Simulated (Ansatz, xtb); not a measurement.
# AlF2H3P−: where a starting geometry ends

The starting geometry of this gas-phase singlet has its atoms placed at random.

```yaml
atoms:
  - { symbol: Al, position_ang: [0.1060, -1.3711, -0.8467] }
  - { symbol: F, position_ang: [1.2434, 0.1726, 0.5350] }
  - { symbol: F, position_ang: [-1.0602, 1.6377, 0.2524] }
  - { symbol: P, position_ang: [0.2464, 1.9324, -0.8707] }
  - { symbol: H, position_ang: [1.1986, 1.7506, 0.5325] }
  - { symbol: H, position_ang: [1.1142, 0.7912, -0.4070] }
  - { symbol: H, position_ang: [0.0282, 0.9471, 0.3768] }
```

Q: Guess where an optimisation with r2SCAN-D4/def2-SVPD ends from this start.

A: It ends as a structure with H6 bridging Al1 and P4, given below by its coordinates. Distances that change by over a tenth: F2–H6 (1.13 → 2.68 Å), P4–H5 (1.71 → 1.43 Å). Contacts that close: Al1–F2 (2.36 → 1.74 Å), Al1–H6 (2.43 → 1.85 Å).

The energy falls by 9.95 eV over 19 steps:

```
step  E − E(last) (eV)
   1             9.946
   3             5.703
   5             2.603
   7             1.186
   9             0.625
  11             0.236
  13             0.028
  15             0.009
  17             0.001
  19             0.000
```

Final geometry (Å):

```xyz
7

Al    0.8988   -1.0341   -0.5287
F     1.7874   -0.8804    0.9608
F    -1.2123    2.7490    0.4096
P     0.0386    1.8275   -0.5553
H     0.9109    1.8752    0.5749
H     1.1239    0.7123   -1.0959
H    -0.6707    0.6109   -0.1930
```

From the same start GFN2-xTB ends elsewhere, differing in Al1–P4 (2.47 against 2.99 Å here), Al1–H6 (2.55 against 1.85 Å here).

From so rough a start the end depends on the optimiser's path, so another program may land elsewhere. The end wasn't checked by frequencies. Run with Ansatz 0.2.0, 44 s on 2 threads of Intel(R) Xeon(R) Platinum 8259CL CPU @ 2.50GHz (Skylake/Cascade Lake), with other jobs on the host.
